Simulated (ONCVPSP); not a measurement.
## What one change does to a pseudopotential (iodine (I), ONCV)

- Element: iodine
- Generator: ONCVPSP 4.0.1
- Type: optimised norm-conserving Vanderbilt (ONCV)
- Functional: PBE
- Relativity: scalar-relativistic
- Frozen core: [Ar] 3d10
- Valence charge: 25
- Reference configuration: 4s2 4p6 4d10 5s2 5p5
- Partial waves: 4s+5s: rc 1.25 bohr, ncon 4, nbas 8, qcut 12.2 1/bohr, 2 projectors; 4p+5p: rc 1.25 bohr, ncon 3, nbas 6, qcut 13 1/bohr, 2 projectors; 4d: rc 1.05 bohr, ncon 4, nbas 8, qcut 17.8 1/bohr, local
- Local potential: the d channel
- Core correction: Teter function fitted to the true core (icmod 2), fcfact 0.25

Change: p: qcut 8.3.

Cutoffs: the cutoffs (Ha) at which the residual kinetic energy of the hardest occupied pseudo-wave falls to 1 and 0.1 mHa per electron; they do not see the model core or the augmentation charge, which bear on the density cutoff. Errors are all-electron minus pseudo energies relative to the spin-unpolarised reference configuration.

**Question.** Predict the effect on cutoff, ghosts and configuration errors.

**Answer.** The potential gets neither clearly harder nor softer (63 Ha and 80 Ha → 63 Ha and 80 Ha); the d channel sets the loose cutoff, while the largest relative change is in p, which becomes softer; the errors of the 4 common tests hardly move; neither file shows a bound ghost.

| quantity | base | changed |
| --- | --- | --- |
| cutoff, loose | 63 Ha | 63 Ha |
| cutoff, tight | 80 Ha | 80 Ha |
| loose cutoff by channel | s 47 Ha, p 45 Ha, d 63 Ha | s 47 Ha, p 28 Ha, d 63 Ha |
| bound ghosts | none | none |
| GHOST(+) flags under 300 eV | none | none |
| error for 4s2 4p6 4d10 5s2 5p4, meV [ΔE 11.13 eV] | -2.3 | -2.2 |
| error for 4s2 4p6 4d10 5s2 5p3, meV [ΔE 30.98 eV] | -6.9 | -6.7 |
| error for 4s2 4p6 4d10 5s2 5p2, meV [ΔE 60.31 eV] | -14 | -14 |
| error for 4s2 4p6 4d10 5s1 5p5, meV [ΔE 22.11 eV] | -3.5 | -3.4 |
| s: phases at 1.27 bohr within 0.05 rad from the reference energy up to (Ha; the scan ends near 5) | to the end of the scan | to the end of the scan |
| p: phases at 1.27 bohr within 0.05 rad from the reference energy up to (Ha; the scan ends near 5) | to the end of the scan | to the end of the scan |
| d: phases at 1.07 bohr within 0.05 rad from the reference energy up to (Ha; the scan ends near 5) | to the end of the scan | to the end of the scan |
| rms error of d²Exc/dni dnj with the model core, mHa | 0.68 | 0.69 |
